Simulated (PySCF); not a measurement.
C₄H₉FNSi₂ (doublet state).
Numbering: `[F:1][SiH:2][N:3]([CH2:4][SiH3:5])[CH:6]1[CH:7]=[CH:8]1` (hydrogens: H9 on Si2; H10, H11 on C4; H12, H13, H14 on Si5; H15 on C6; H16 on C7; H17 on C8)

Cartesian coordinates in Å at the GFN2-xTB level; atoms count from 1:
```xyz
17
C4H9FNSi2 angstrom
F     -0.2457    1.6983    2.4335
Si    -1.2339    0.8150    1.4830
N     -0.3623    0.6742    0.0081
C      1.0617    0.9230   -0.0948
Si     2.1537   -0.5682    0.3957
C     -0.9196   -0.0932   -1.0544
C     -2.1959   -0.8274   -0.8500
C     -1.1319   -1.5765   -0.9389
H     -2.3725    1.7076    1.3085
H      1.2753    1.2284   -1.1250
H      1.2997    1.7746    0.5444
H      1.7054   -1.0595    1.6985
H      3.5456   -0.1182    0.4333
H      2.0142   -1.6309   -0.6049
H     -0.6772    0.3349   -2.0277
H     -3.2450   -0.7336   -0.7121
H     -0.6786   -2.5364   -0.9072
```

The hyperfine couplings belong to this conformer and change with its torsions.

Computed with UKS B3LYP, pcH-1 on C F H N Si, non-relativistic, mean-field spin-orbit, GIAO in PySCF. The structure is a single GFN2-xTB conformer in the gas phase; no vibrational or solvent corrections. The geometry wasn't refined by DFT: couplings that depend on bond lengths, twists or pyramidal angles can differ widely from those at the functional's own minimum, by a factor of two or more for some ions and for spin on atoms past the first row. The SCF solution wasn't tested for stability.

**Question.** Match the computed a_iso(29Si) values -641.5, -6.3 MHz with the sites Si2; Si5.

**Answer.** 
```
site  a_iso (MHz)  ρ(0) (bohr⁻³)                 position  distance from Si2 (Å)  spin population  largest |T| (MHz)
 Si2       -641.5        +0.7227  largest spin population                   0.00            +0.66              121.9
 Si5         -6.3        +0.0071         3 bonds from Si2                   3.82            +0.01                3.9
```

ρ(0) is the spin density at the nucleus and T the dipolar tensor; a_iso includes a spin–orbit part; entries for several nuclei are means. The Mulliken spin populations are largest on Si2 (+0.66), N3 (+0.16) and H9 (+0.12). The angles at Si2 add up to 316.0°, so it is pyramidal.

β density exceeds α density at some nuclei, such as C6 (-0.0052) and C4 (-0.0050), spin density in bohr⁻³. In a single determinant that takes different orbitals for the two spins, that is spin polarisation.

Means are taken over nuclei equivalent by connectivity, which assumes that they swap fast. The 1H value of +11.0 MHz is a mean of couplings from 1.2 to 20.8 MHz in this one geometry, not an average over conformers. The 13C value of +4.3 MHz is a mean of couplings from 1.3 to 7.3 MHz in this one geometry, not an average over conformers.
